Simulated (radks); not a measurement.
Valence configurations of Pt2+ (all share [Xe]). Calculated with a radial shooting solver on a logarithmic mesh with Libxc functionals: Dirac Kohn-Sham, LDA (Slater exchange, Perdew-Wang correlation), spin-unpolarised, spherical densities, point nucleus; open shells fill j = l - 1/2 first. Energies are relative to 4f14 5d8; eigenvalues in eV.

valence,E (eV),e(4f5/2),e(4f7/2),e(5d3/2),e(5d5/2),e(6p1/2)
4f14 5d8,0.000,-93.071,-89.612,-26.974,-25.463,-
4f14 5d7 6s1,3.539,-96.641,-93.181,-29.496,-27.905,-
4f14 5d7.5 6p0.5,5.102,-95.445,-91.986,-28.768,-27.209,-16.569
4f14 5d7 6p1,10.655,-97.851,-94.391,-30.565,-28.958,-17.374
4f14 5d6 6p2,23.237,-102.76,-99.297,-34.171,-32.465,-18.863
4f13.5 5d8 6p0.5,38.715,-101.18,-97.661,-29.598,-27.967,-16.684
4f13 5d9,69.080,-104.54,-100.97,-28.546,-26.891,-
4f12.5 5d5.5 6s2 6p2,153.65,-128.94,-125.30,-42.706,-40.601,-21.060
4f12.5 5d4.5 6s2 6p3,176.91,-135.02,-131.37,-47.119,-44.906,-22.749
4f12 5d6 6s2 6p2,197.31,-135.20,-131.50,-43.750,-41.570,-21.202

NIST lists [Xe] 4f14 5d8 as the ground configuration; this level of theory agrees among the configurations tried. The energies are those of spherical spin-averaged densities, not of single terms.
